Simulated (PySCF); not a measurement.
## Energy of Os²⁺ (osmium, charge +2) between two integer charges

The 5d beta orbital of [Xe] 4f14 5d6 is emptied in steps (occupation f), with all orbitals relaxed, ending at [Xe] 4f14 5d5. All numbers are calculated (PySCF 2.14, scalar relativity through the core potential, in def2-SVP with the def2 core potential (60 electrons) (6s3p2d1f, 32 functions)). The exact energy is a straight line in f; departures are measured from the line between the end points of the same method.

| f | TPSS (eV) |
| --- | --- |
| 1 | 0.000 |
| 0.9 | -0.473 |
| 0.7 | -1.109 |
| 0.5 | -1.326 |
| 0.3 | -1.120 |
| 0.1 | -0.483 |
| 0 | 0.000 |

```
method  E(f=0) − E(f=1) (eV)  −ε at f=1 (eV)  −ε at f=0.5 (eV)
  TPSS                26.762          21.520            26.731
```

Orbital energy along the path (eV):

```
  f     TPSS
  1  -21.520
0.9  -22.546
0.7  -24.624
0.5  -26.731
0.3  -28.864
0.1  -31.040
  0  -32.132
```

Reference removal energy between the ground levels: 25 ± 1.6 eV (theoretical estimate listed by NIST; NIST Atomic Spectra Database, ionization energies). The calculation has no spin-orbit coupling. The determinant left behind need not be the lowest term of the ion.
